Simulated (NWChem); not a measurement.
System: TiNH3OCl2; SMILES [NH2][Ti]([OH])([Cl])[Cl]

The following NWChem deck was run.

```
start job
memory heap 200 mb stack 900 mb global 1100 mb
geometry units angstroms noautosym nocenter noautoz
  Ti    -0.360783     0.000365    -0.023339
  Cl     0.906123    -1.791943     0.206954
  Cl     0.908586     1.790983     0.206982
  O     -1.677825     0.001843     1.115797
  H     -1.912079     0.002423     2.048775
  N     -1.121473     0.000742    -1.691206
  H     -2.123686     0.003581    -1.866463
  H     -0.592421    -0.001318    -2.561227
end
basis spherical
  Ti library pcsseg-1
  Cl library pcsseg-1
  O library pcsseg-1
  H library pcsseg-1
  N library pcsseg-1
end
dft
  xc kt2
  iterations 150
end
property
  shielding 7 1 2 4 5 6 7 8
end
task dft property
```

Excerpt of the output:

```
             Northwest Computational Chemistry Package (NWChem) 7.3.0
             --------------------------------------------------------

                             Geometry "geometry" -> ""
                             -------------------------

 Output coordinates in angstroms (scale by  1.889725989 to convert to a.u.)

  No.       Tag          Charge          X              Y              Z
 ---- ---------------- ---------- -------------- -------------- --------------
    1 Ti                  22.0000    -0.36078300     0.00036500    -0.02333900
    2 Cl                  17.0000     0.90612300    -1.79194300     0.20695400
    3 Cl                  17.0000     0.90858600     1.79098300     0.20698200
    4 O                    8.0000    -1.67782500     0.00184300     1.11579700
    5 H                    1.0000    -1.91207900     0.00242300     2.04877500
    6 N                    7.0000    -1.12147300     0.00074200    -1.69120600
    7 H                    1.0000    -2.12368600     0.00358100    -1.86646300
    8 H                    1.0000    -0.59242100    -0.00131800    -2.56122700

 Effective nuclear repulsion energy (a.u.)     455.8310605427

                              NWChem Property Module
                              ----------------------

  itol2e modified to match energy
  convergence criterion.

                                 NWChem DFT Module
                                 -----------------

 Summary of "ao basis" -> "ao basis" (spherical)
 ------------------------------------------------------------------------------
       Tag                 Description            Shells   Functions and Types
 ---------------- ------------------------------  ------  ---------------------
 Ti                         pcsseg-1                15       45   5s6p3d1f
 Cl                         pcsseg-1                10       24   4s5p1d
 O                          pcsseg-1                 7       17   3s3p1d
 H                          pcsseg-1                 3        5   2s1p
 N                          pcsseg-1                 7       17   3s3p1d

  itol2e modified to match energy
  convergence criterion.

            General Information
            -------------------
          SCF calculation type: DFT
          Wavefunction type:  closed shell.
          No. of atoms     :     8
          No. of electrons :    74
           Alpha electrons :    37
            Beta electrons :    37
          Charge           :     0
          Spin multiplicity:     1
          Use of symmetry is: off; symmetry adaption is: off
          Maximum number of iterations: 150
          AO basis - number of functions:   142
                     number of shells:    58
          Convergence on energy requested:  1.00D-07
          Convergence on density requested:  1.00D-05
          Convergence on gradient requested:  5.00D-04

              XC Information
              --------------
                          KT2 Method XC Functional
                        Slater Exchange Functional  1.072 local
                           KT1 gradient correction  1.000 non-local
            Perdew 1991 LDA Correlation Functional  0.577 local

             Grid Information
             ----------------
          Grid used for XC integration:  fine
          Radial quadrature: Mura-Knowles
          Angular quadrature: Lebedev.
          Tag              B.-S. Rad. Rad. Pts. Rad. Cut. Ang. Pts.
          ---              ---------- --------- --------- ---------
          Ti                  1.40      140          10.0       974
          Cl                  1.00      123          11.0       770
          O                   0.60       70          11.0       590
          H                   0.35       60          12.0       590
          N                   0.65       70          11.0       590
          Grid pruning is: on
          Number of quadrature shells:   706
          Spatial weights used:  Erf1

      Superposition of Atomic Density Guess
      -------------------------------------

 Sum of atomic energies:       -1897.66784837

      Non-variational initial energy
      ------------------------------

 Total energy =   -1898.461848
 1-e energy   =   -3518.092267
 2-e energy   =    1163.799359
 HOMO         =      -0.384882
 LUMO         =      -0.017917

   convergence    iter        energy       DeltaE   RMS-Dens  Diis-err
 ---------------- ----- ----------------- --------- --------- ---------
 d= 0,ls=0.0,diis     1  -1914.7772481795 -2.37D+03  3.45D-02  5.11D+00
 d= 0,ls=0.5,diis     2  -1893.2022726153  2.16D+01  9.33D-03  2.32D+02
 d= 0,ls=0.5,diis     3  -1899.7604013553 -6.56D+00  4.57D-03  1.69D+02
 d= 0,ls=0.5,diis     4  -1903.1162617823 -3.36D+00  2.44D-03  1.44D+02
 d= 0,ls=0.5,diis     5  -1904.9006182086 -1.78D+00  2.76D-03  1.25D+02
 d= 0,ls=0.5,diis     6  -1907.0183163658 -2.12D+00  4.44D-03  1.02D+02
 d= 0,ls=0.5,diis     7  -1909.8774779323 -2.86D+00  5.27D-03  6.52D+01
 d= 0,ls=0.5,diis     8  -1912.7128243040 -2.84D+00  4.75D-03  2.61D+01
 d= 0,ls=0.5,diis     9  -1914.1695283672 -1.46D+00  4.33D-03  7.47D+00
 d= 0,ls=0.5,diis    10  -1914.7445072190 -5.75D-01  2.49D-03  1.33D+00
 d= 0,ls=0.5,diis    11  -1914.8873821081 -1.43D-01  1.54D-03  1.93D-01
  Resetting Diis
 d= 0,ls=0.5,diis    12  -1914.9184032593 -3.10D-02  9.39D-04  2.59D-02
 d= 0,ls=0.5,diis    13  -1914.9258012757 -7.40D-03  7.92D-04  5.84D-03
 d= 0,ls=0.5,diis    14  -1914.9288319894 -3.03D-03  8.46D-04  5.82D-03
 d= 0,ls=0.5,diis    15  -1914.9326746834 -3.84D-03  1.39D-03  5.74D-03
 d= 0,ls=0.5,diis    16  -1914.9431767379 -1.05D-02  2.61D-03  1.79D-02
 d= 0,ls=0.5,diis    17  -1914.9748970669 -3.17D-02  3.97D-03  8.11D-02
 d= 0,ls=0.5,diis    18  -1915.0326860637 -5.78D-02  4.41D-03  3.04D-01
 d= 0,ls=0.5,diis    19  -1915.0634037013 -3.07D-02  3.66D-03  8.60D-01
 d= 0,ls=0.5,diis    20  -1915.0497274634  1.37D-02  2.64D-03  1.50D+00
 d= 0,ls=0.5,diis    21  -1915.0199698393  2.98D-02  1.78D-03  1.99D+00
 d= 0,ls=0.5,diis    22  -1914.9984343377  2.15D-02  1.17D-03  2.25D+00
 d= 0,ls=0.5,diis    23  -1914.9892273390  9.21D-03  7.69D-04  2.36D+00
 d= 0,ls=0.5,diis    24  -1914.9909214186 -1.69D-03  5.05D-04  2.36D+00
 d= 0,ls=0.5,diis    25  -1914.9895912306  1.33D-03  3.31D-04  2.38D+00
 d= 0,ls=0.5,diis    26  -1914.9888677629  7.23D-04  2.18D-04  2.39D+00
 d= 0,ls=0.5,diis    27  -1914.9882036504  6.64D-04  2.29D-04  2.40D+00
 d= 0,ls=0.5,diis    28  -1914.9850245406  3.18D-03  6.00D-04  2.42D+00
 d= 0,ls=0.5,diis    29  -1915.0068543309 -2.18D-02  3.06D-03  2.26D+00
 d= 0,ls=0.5,diis    30  -1915.2117509989 -2.05D-01  1.63D-03  6.94D-01
 d= 0,ls=0.5,diis    31  -1915.2813698333 -6.96D-02  1.02D-03  2.18D-01
 d= 0,ls=0.5,diis    32  -1915.3004389036 -1.91D-02  4.34D-04  1.06D-01
 d= 0,ls=0.5,diis    33  -1915.3074531440 -7.01D-03  2.97D-04  6.22D-02
 d= 0,ls=0.5,diis    34  -1915.3113812474 -3.93D-03  1.71D-04  3.27D-02
 d= 0,ls=0.5,diis    35  -1915.3130377008 -1.66D-03  1.25D-04  2.16D-02
 d= 0,ls=0.5,diis    36  -1915.3140624864 -1.02D-03  9.12D-05  1.45D-02
 d= 0,ls=0.5,diis    37  -1915.3147241658 -6.62D-04  7.94D-05  9.54D-03
 d= 0,ls=0.5,diis    38  -1915.3152195732 -4.95D-04  6.42D-05  5.65D-03
 d= 0,ls=0.5,diis    39  -1915.3155395313 -3.20D-04  5.81D-05  3.13D-03
 d= 0,ls=0.5,diis    40  -1915.3157505439 -2.11D-04  4.08D-05  1.46D-03
 d= 0,ls=0.5,diis    41  -1915.3158522695 -1.02D-04  2.91D-05  6.98D-04
 d= 0,ls=0.5,diis    42  -1915.3159013676 -4.91D-05  2.09D-05  3.35D-04
 d= 0,ls=0.5,diis    43  -1915.3159252404 -2.39D-05  1.52D-05  1.64D-04
 d= 0,ls=0.5,diis    44  -1915.3159371237 -1.19D-05  1.08D-05  8.22D-05
 d= 0,ls=0.5,diis    45  -1915.3159428591 -5.74D-06  7.78D-06  4.37D-05
 d= 0,ls=0.5,diis    46  -1915.3159458241 -2.97D-06  5.80D-06  2.40D-05
 d= 0,ls=0.5,diis    47  -1915.3159474388 -1.61D-06  4.37D-06  1.33D-05
 d= 0,ls=0.5,diis    48  -1915.3159483561 -9.17D-07  3.28D-06  7.20D-06
 d= 0,ls=0.5,diis    49  -1915.3159488576 -5.01D-07  2.47D-06  3.91D-06
 d= 0,ls=0.5,diis    50  -1915.3159491338 -2.76D-07  1.86D-06  2.11D-06
 d= 0,ls=0.5,diis    51  -1915.3159492870 -1.53D-07  1.41D-06  1.12D-06
 d= 0,ls=0.5,diis    52  -1915.3159493701 -8.32D-08  1.06D-06  5.97D-07

         Total DFT energy =    -1915.315949415968
      One electron energy =    -3526.921294807180
           Coulomb energy =     1284.859112018462
    Exchange-Corr. energy =     -129.084827169983
 Nuclear repulsion energy =      455.831060542733

 Numeric. integr. density =       73.999999303938

                       DFT Final Molecular Orbital Analysis
                       ------------------------------------

 Vector   35  Occ=2.000000D+00  E=-2.932039D-01
              MO Center=  8.0D-01,  1.9D-03,  1.7D-01, r^2= 4.2D+00
   Bfn.  Coefficient  Atom+Function         Bfn.  Coefficient  Atom+Function
  ----- ------------  ---------------      ----- ------------  ---------------
    61      0.380948  2 Cl pz                85      0.381582  3 Cl pz
    64      0.307752  2 Cl pz                88      0.308249  3 Cl pz
    23      0.112927  1 Ti pz                52     -0.099671  2 Cl pz
    76     -0.099838  3 Cl pz                55     -0.097840  2 Cl pz
    79     -0.098003  3 Cl pz                27     -0.074812  1 Ti d  1

[...]

          -----------------------------------------
          Chemical Shielding Tensors (GIAO, in ppm)
          -----------------------------------------

                                NWChem CPHF Module
                                ------------------

  scftype          =     RHF
  nclosed          =       37
  nopen            =        0
  variables        =     3885
  # of vectors     =        3
  tolerance        = 0.10D-03
  level shift      = 0.00D+00
  max iterations   =       50
  max subspace     =       30

 SCF residual:    7.8892640454208409E-004

Iterative solution of linear equations
  No. of variables     3885
  No. of equations        3
  Maximum subspace       30
        Iterations       50
       Convergence  1.0D-04

   iter   nsub   residual    time
   ----  ------  --------  ---------
     1      3    7.78D-04     238.0
     2      6    1.41D-07     249.0

      Atom:    1  Ti
        Diamagnetic
   1610.8293     -0.0093      0.1212
     -0.0093   1607.5339      0.0039
      0.1212      0.0039   1610.8197

        Paramagnetic
  -2359.6078     -0.0148     95.7111
     -0.0148  -2062.9370     -0.2979
     95.7111     -0.2979  -2310.1298

        Total Shielding Tensor
   -748.7785     -0.0241     95.8323
     -0.0241   -455.4031     -0.2940
     95.8323     -0.2940   -699.3101

           isotropic =    -634.4972
          anisotropy =    -282.7798

          Principal Components and Axis System
                 1           2           3
             -823.0171   -625.0719   -455.4027

      1         0.7905      0.6124     -0.0005
      2        -0.0004      0.0015      1.0000
      3        -0.6124      0.7905     -0.0014

      Atom:    2  Cl
        Diamagnetic
   1150.4130     -4.4134      0.6812
     -4.4134   1154.0566     -0.9648
      0.6812     -0.9648   1147.2986

        Paramagnetic
   -758.3040   -302.1124     65.9032
   -302.1124   -447.3365   -106.7758
     65.9032   -106.7758  -1257.1180

        Total Shielding Tensor
    392.1090   -306.5257     66.5844
   -306.5257    706.7201   -107.7406
     66.5844   -107.7406   -109.8193

           isotropic =     329.6699
          anisotropy =     870.0180

          Principal Components and Axis System
                 1           2           3
              909.6819    204.8827   -125.5549

      1        -0.5174      0.8532     -0.0660
      2         0.8468      0.5216      0.1042
      3        -0.1233      0.0020      0.9924

      Atom:    3  O
        Diamagnetic
    396.0350     -0.0160    -15.1474
     -0.0160    382.4498      0.0221
    -15.1474      0.0221    409.8493

        Paramagnetic
   -247.2439     -0.1762   -225.3685
     -0.1762   -490.1068      0.0184
   -225.3685      0.0184   -556.4127

        Total Shielding Tensor
    148.7911     -0.1922   -240.5159
     -0.1922   -107.6571      0.0405
   -240.5159      0.0405   -146.5634

           isotropic =     -35.1431
          anisotropy =     477.7378

          Principal Components and Axis System
                 1           2           3
              283.3488   -281.1209   -107.6571

      1         0.8727      0.4882      0.0003
      2        -0.0005      0.0003      1.0000
      3        -0.4882      0.8727     -0.0005

      Atom:    4  H
        Diamagnetic
     25.9026     -0.0071     -9.0693
     -0.0071     20.8761      0.0164
     -9.0693      0.0164     44.2755

        Paramagnetic
      0.5042      0.0040      3.2081
      0.0040      2.1886     -0.0178
      3.2081     -0.0178    -21.8437

        Total Shielding Tensor
     26.4069     -0.0031     -5.8613
     -0.0031     23.0647     -0.0014
     -5.8613     -0.0014     22.4317

           isotropic =      23.9678
          anisotropy =       9.9609

          Principal Components and Axis System
                 1           2           3
               30.6084     23.0647     18.2302

      1         0.8128     -0.0002      0.5826
      2        -0.0002      1.0000      0.0006
      3        -0.5826     -0.0006      0.8128

      Atom:    5  N
        Diamagnetic
    326.8581     -0.0583      4.4930
     -0.0583    304.4982      0.0135
      4.4930      0.0135    333.6673

        Paramagnetic
   -561.6902      1.2285    197.5075
      1.2285   -155.4974     -0.5647
    197.5075     -0.5647   -215.5087

        Total Shielding Tensor
   -234.8322      1.1702    202.0005
      1.1702    149.0009     -0.5512
    202.0005     -0.5512    118.1586

           isotropic =      10.7758
          anisotropy =    -506.0400

          Principal Components and Axis System
                 1           2           3
             -326.5843    209.9072    149.0044

      1         0.9105      0.4135      0.0026
      2        -0.0027     -0.0003      1.0000
      3        -0.4135      0.9105     -0.0009

      Atom:    6  H
        Diamagnetic
     42.7589     -0.0572      6.4967
     -0.0572     20.8230     -0.0118
      6.4967     -0.0118     28.5556

        Paramagnetic
    -27.1454      0.0893     -3.5059
      0.0893      5.3614      0.0031
     -3.5059      0.0031     -2.0239

        Total Shielding Tensor
     15.6135      0.0322      2.9908
      0.0322     26.1845     -0.0087
      2.9908     -0.0087     26.5317

           isotropic =      22.7766
          anisotropy =       6.7811

          Principal Components and Axis System
                 1           2           3
               27.2973     26.1846     14.8478

      1         0.2480      0.0030      0.9688
      2        -0.0004      1.0000     -0.0029
      3         0.9688     -0.0003     -0.2480

      Atom:    7  H
        Diamagnetic
     27.9255     -0.0247     -5.7602
     -0.0247     21.0796      0.0329
     -5.7602      0.0329     42.9546

        Paramagnetic
     -9.2871      0.0506     12.2160
      0.0506      5.7063     -0.0540
     12.2160     -0.0540    -20.4987

        Total Shielding Tensor
     18.6384      0.0259      6.4558
      0.0259     26.7858     -0.0211
      6.4558     -0.0211     22.4559

           isotropic =      22.6267
          anisotropy =       6.9788

          Principal Components and Axis System
                 1           2           3
               27.2792     26.7859     13.8150

      1         0.5985      0.0038      0.8011
      2        -0.0029      1.0000     -0.0026
      3         0.8011      0.0007     -0.5985
```

Level: KT2/pcSseg-1, GIAO. The geometry was optimised at PBE0/def2-SVP. No frequency run checked for a minimum. The output numbers the shielded atoms by their place in the input's list. The printed shielding anisotropy is the first printed principal value minus the mean of the other two.
